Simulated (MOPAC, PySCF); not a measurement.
[Nb(=O)(Cl)3], neutral singlet in the gas phase. 

Cartesian coordinates (Å):
```xyz
5

Nb    -0.0123     0.0263    -0.0068
O      1.4909    -0.7449     0.1829
Cl    -1.1765    -1.1208    -1.6216
Cl     0.3970     2.1936    -0.6513
Cl    -1.0890    -0.0501     2.0217
```
Charge 0, spin multiplicity 1.

All levels are single points at this geometry (TPSS-D3(BJ)/def2-SVP); Pople sets use spherical d functions. Orbital energies aren't observables, and empty levels follow the basis.

B3LYP-D3(BJ)/def2-TZVP in PySCF gives dipole (D) = 1.22.

Problem. Estimate the dipole (D) from each of these levels: PBE-D3(BJ)/def2-TZVP in PySCF; TPSSh-D3(BJ)/def2-TZVP in PySCF; PBE/6-31G* (LANL2DZ on Nb) in PySCF; SVWN5/6-31G* (LANL2DZ on Nb) in PySCF; PM7 in MOPAC.

Solution. 
```csv
level,dipole (D)
PBE-D3(BJ)/def2-TZVP in PySCF,1.11
TPSSh-D3(BJ)/def2-TZVP in PySCF,1.14
PBE/6-31G* (LANL2DZ on Nb) in PySCF,0.63
SVWN5/6-31G* (LANL2DZ on Nb) in PySCF,0.77
PM7 in MOPAC,0.52
```
